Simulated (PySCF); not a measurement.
# Excitation energy of Pb by level of theory

Pb [Xe] 4f14 5d10 6s2 6p2 (3P) → Pb [Xe] 4f14 5d10 6s1 6p3 (5S), as a difference of total energies. All numbers are calculated (PySCF 2.14, scalar relativity by spin-free X2C-1e, in ANO-RCC-VTZP (8s7p5d3f2g, 93 functions)). Correlated levels: valence and next inner shell: [Kr] 4d10 4f14 frozen. The calculations carry no spin-orbit coupling.

```
                                method  excitation energy (eV)
                                   UHF                   4.701
    MP2 (valence and next inner shell)                   6.487
SCS-MP2 (valence and next inner shell)                   6.593
   CCSD (valence and next inner shell)                   6.132
CCSD(T) (valence and next inner shell)                   6.239
```

Problem. How much does correlation contribute at CCSD(T) (valence and next inner shell)?

Solution. 6.239 − (4.701) = 1.538 eV, measured against UHF.

Spin-orbit coupling is strong in these open shells (close to jj coupling). The scalar numbers leave it out and a first-order estimate fails, so it can dominate the gap to the real levels.
